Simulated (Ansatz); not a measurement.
Reaction (homolysis of the O–Si bond): `O[Si](F)(Cl)O[SiH3]` → `[OH]`• + `F[Si](Cl)O[SiH3]`•

Computed with Ansatz on PBE0-D4/def2-TZVP structures; ΔE is electronic, products minus reactants. CCSD(T)/CBS adds triple-zeta CCSD(T) − MP2 to the extrapolated MP2 energy (def2 sets, frozen cores). This one scheme is used for every species. Functionals use def2-TZVPP. B3LYP here is the variant with VWN-RPA as its local correlation; programs differ in this. Open shells (•) are unrestricted, without spin–orbit coupling. One conformer a species, not always the lowest.

`O[Si](F)(Cl)O[SiH3]`:

Z-matrix (Å, degrees):
```
Si
F 1 1.582
Cl 1 2.021 2 107.7
O 1 1.614 2 110.5 3 -117.0
O 1 1.605 2 107.8 3 120.5
H 4 0.959 1 118.6 2 -72.8
Si 5 1.646 1 147.8 2 -86.4
H 7 1.483 5 109.6 1 72.3
H 7 1.482 5 107.3 1 -168.2
H 7 1.483 5 109.6 1 -48.4
```

`[OH]`•:

Z-matrix (Å, degrees):
```
O
H 1 0.973
```

`F[Si](Cl)O[SiH3]`•:

Z-matrix (Å, degrees):
```
Si
O 1 1.649
H 1 1.481 2 107.6
H 1 1.483 2 109.6 3 -119.7
H 1 1.482 2 109.3 3 119.8
Si 2 1.609 1 150.3 3 164.8
Cl 6 2.047 2 109.5 1 136.4
F 6 1.595 2 109.0 1 18.8
```

```csv
level,ΔE (eV),difference from CCSD(T)/CBS
r2SCAN-D4,5.78,-0.34
PBE0-D4,5.80,-0.32
B3LYP-D4,5.79,-0.33
ωB97X-V,6.00,-0.12
ωB97M-V,6.08,-0.04
B2PLYP,5.88,-0.24
PBE,5.74,-0.38
r2SCAN,5.77,-0.35
PBE0,5.75,-0.37
B3LYP,5.68,-0.44
HF/def2-TZVPP,4.61,-1.51
MP2/def2-TZVPP,6.26,0.14
SCS-MP2/def2-TZVPP,6.12,0.00
CCSD/def2-TZVPP,5.88,-0.24
MP2/def2-QZVPP,6.35,0.23
MP2/CBS(def2),6.41,0.29
CCSD(T)/CBS,6.12,0
```

Largest T1 diagnostic among the species: 0.013.

In def2-TZVPP, CCSD(T) changes the Hartree–Fock value by +1.36 eV (the triples alone add +0.09 eV) and MP2 by +1.65 eV; breaking electron pairs costs correlation energy, which Hartree–Fock lacks. The D4 term adds +0.11 eV with B3LYP and +0.06 eV with PBE0; it sums over pairs of atoms, weighted by their polarisabilities, and B3LYP, whose exchange is more repulsive, gets the larger term.
